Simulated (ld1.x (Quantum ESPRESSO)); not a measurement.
Scattering properties, TM potential for Dy

```
Element                 : dysprosium
Generator               : ld1.x (Quantum ESPRESSO) 7.5
Type                    : norm-conserving Troullier–Martins (Kleinman–Bylander form)
Functional              : BLYP
Relativity              : fully relativistic
Frozen core             : [Kr] 4d10
Valence charge          : 20
Reference configuration : 4f10 5s2 5p6 5d0 6s2 6p0
Partial waves           : 5p (bound): rc 1.38 bohr; 5d (bound, empty): rc 2.76 bohr; 4f (bound): rc 0.68 bohr; 5s (bound): rc 1.38 bohr
Local potential         : the s channel
Core correction         : a·sin(br)/r model core inside 0.70 bohr
```

Open shells are filled in proportion to 2j + 1 (rel_dist='average').

Occupied shells without a wave of their own: 6s. They enter only through the test configuration that unscreens the potential, and ld1.x also counts them in the model core charge.

The phase is arctan(r·u′/u) with u = r·R(r), unwrapped; energies in Ry, scanned from -6 to 5 Ry. A pole is an energy at which the radial function vanishes at the test radius. The pseudo phase is shifted by a multiple of π to meet the all-electron one at the reference energy, and phase errors are pseudo minus all-electron; the curves can meet again beyond the range given. Levels narrower than the energy grid can be missing from the lists of poles.

Q: For each channel, where are the poles, and over which energies does the pseudopotential scatter like the atom?

A:

```json
{"channel": "s", "radius (bohr)": "3.02", "reference energy (Ry)": "-3.57", "poles, all-electron": "-3.54, 2.15", "poles, pseudo": "-3.54, 2.06", "unbroken range about the reference energy with phases within 0.05 rad": "below 4.2", "phase error 1 Ry above the reference energy (rad)": "-0.000"}
{"channel": "p1/2", "radius (bohr)": "3.02", "reference energy (Ry)": "-2.09", "poles, all-electron": "-2.00, 3.16", "poles, pseudo": "-2.00, 3.19", "unbroken range about the reference energy with phases within 0.05 rad": "the whole range", "phase error 1 Ry above the reference energy (rad)": "+0.000"}
{"channel": "p3/2", "radius (bohr)": "3.02", "reference energy (Ry)": "-1.75", "poles, all-electron": "-1.61, 3.54", "poles, pseudo": "-1.61, 3.47", "unbroken range about the reference energy with phases within 0.05 rad": "the whole range", "phase error 1 Ry above the reference energy (rad)": "-0.001"}
{"channel": "d3/2", "radius (bohr)": "3.02", "reference energy (Ry)": "-0.09", "poles, all-electron": "0.64", "poles, pseudo": "0.64", "unbroken range about the reference energy with phases within 0.05 rad": "the whole range", "phase error 1 Ry above the reference energy (rad)": "-0.000"}
{"channel": "d5/2", "radius (bohr)": "3.02", "reference energy (Ry)": "-0.07", "poles, all-electron": "0.69", "poles, pseudo": "0.69", "unbroken range about the reference energy with phases within 0.05 rad": "below 2.7", "phase error 1 Ry above the reference energy (rad)": "-0.000"}
{"channel": "f5/2", "radius (bohr)": "3.02", "reference energy (Ry)": "-0.25", "poles, all-electron": "-0.22, 3.36", "poles, pseudo": "-0.22, 3.48", "unbroken range about the reference energy with phases within 0.05 rad": "-0.2 to 1.4", "phase error 1 Ry above the reference energy (rad)": "+0.005"}
{"channel": "f7/2", "radius (bohr)": "3.02", "reference energy (Ry)": "-0.18", "poles, all-electron": "-0.16, 3.38", "poles, pseudo": "-0.15, 3.50", "unbroken range about the reference energy with phases within 0.05 rad": "below 1.5", "phase error 1 Ry above the reference energy (rad)": "+0.005"}
```

A Bessel basis up to 400 Ry misses an occupied level by 0.45 Ry, so cutoffs and ghosts were not judged. ld1.x takes every shell without a wave as core, so the model core holds the 6s electrons as well and exchange and correlation see them twice. This cancels in the reference configuration, but the file is broken for other ones, and its errors say nothing about a proper core correction.

Phases in the s channel:

```json
{"E (Ry)": "-6.00", "all-electron": "1.423", "pseudo": "1.423"}
{"E (Ry)": "-5.74", "all-electron": "1.419", "pseudo": "1.419"}
{"E (Ry)": "-5.48", "all-electron": "1.414", "pseudo": "1.414"}
{"E (Ry)": "-5.22", "all-electron": "1.409", "pseudo": "1.409"}
{"E (Ry)": "-4.96", "all-electron": "1.403", "pseudo": "1.403"}
{"E (Ry)": "-4.70", "all-electron": "1.396", "pseudo": "1.396"}
{"E (Ry)": "-4.44", "all-electron": "1.387", "pseudo": "1.387"}
{"E (Ry)": "-4.18", "all-electron": "1.375", "pseudo": "1.375"}
{"E (Ry)": "-3.92", "all-electron": "1.352", "pseudo": "1.352"}
{"E (Ry)": "-3.66", "all-electron": "1.187", "pseudo": "1.187"}
{"E (Ry)": "-3.40", "all-electron": "-1.713", "pseudo": "-1.713"}
{"E (Ry)": "-3.14", "all-electron": "-1.755", "pseudo": "-1.755"}
{"E (Ry)": "-2.88", "all-electron": "-1.776", "pseudo": "-1.776"}
{"E (Ry)": "-2.62", "all-electron": "-1.794", "pseudo": "-1.794"}
{"E (Ry)": "-2.36", "all-electron": "-1.813", "pseudo": "-1.813"}
{"E (Ry)": "-2.10", "all-electron": "-1.834", "pseudo": "-1.835"}
{"E (Ry)": "-1.84", "all-electron": "-1.861", "pseudo": "-1.861"}
{"E (Ry)": "-1.58", "all-electron": "-1.894", "pseudo": "-1.895"}
{"E (Ry)": "-1.32", "all-electron": "-1.939", "pseudo": "-1.940"}
{"E (Ry)": "-1.06", "all-electron": "-2.004", "pseudo": "-2.006"}
{"E (Ry)": "-0.80", "all-electron": "-2.103", "pseudo": "-2.107"}
{"E (Ry)": "-0.54", "all-electron": "-2.275", "pseudo": "-2.284"}
{"E (Ry)": "-0.28", "all-electron": "-2.612", "pseudo": "-2.635"}
{"E (Ry)": "-0.02", "all-electron": "-3.244", "pseudo": "-3.288"}
{"E (Ry)": "0.24", "all-electron": "-3.888", "pseudo": "-3.923"}
{"E (Ry)": "0.50", "all-electron": "-4.237", "pseudo": "-4.259"}
{"E (Ry)": "0.76", "all-electron": "-4.415", "pseudo": "-4.430"}
{"E (Ry)": "1.02", "all-electron": "-4.519", "pseudo": "-4.530"}
{"E (Ry)": "1.28", "all-electron": "-4.587", "pseudo": "-4.596"}
{"E (Ry)": "1.54", "all-electron": "-4.635", "pseudo": "-4.644"}
{"E (Ry)": "1.80", "all-electron": "-4.673", "pseudo": "-4.681"}
{"E (Ry)": "2.06", "all-electron": "-4.703", "pseudo": "-4.712"}
{"E (Ry)": "2.32", "all-electron": "-4.730", "pseudo": "-4.739"}
{"E (Ry)": "2.58", "all-electron": "-4.754", "pseudo": "-4.764"}
{"E (Ry)": "2.84", "all-electron": "-4.777", "pseudo": "-4.789"}
{"E (Ry)": "3.10", "all-electron": "-4.801", "pseudo": "-4.814"}
{"E (Ry)": "3.36", "all-electron": "-4.826", "pseudo": "-4.843"}
{"E (Ry)": "3.62", "all-electron": "-4.853", "pseudo": "-4.875"}
{"E (Ry)": "3.88", "all-electron": "-4.886", "pseudo": "-4.916"}
{"E (Ry)": "4.14", "all-electron": "-4.926", "pseudo": "-4.970"}
{"E (Ry)": "4.40", "all-electron": "-4.981", "pseudo": "-5.050"}
{"E (Ry)": "4.66", "all-electron": "-5.062", "pseudo": "-5.184"}
{"E (Ry)": "4.92", "all-electron": "-5.194", "pseudo": "-5.449"}
```
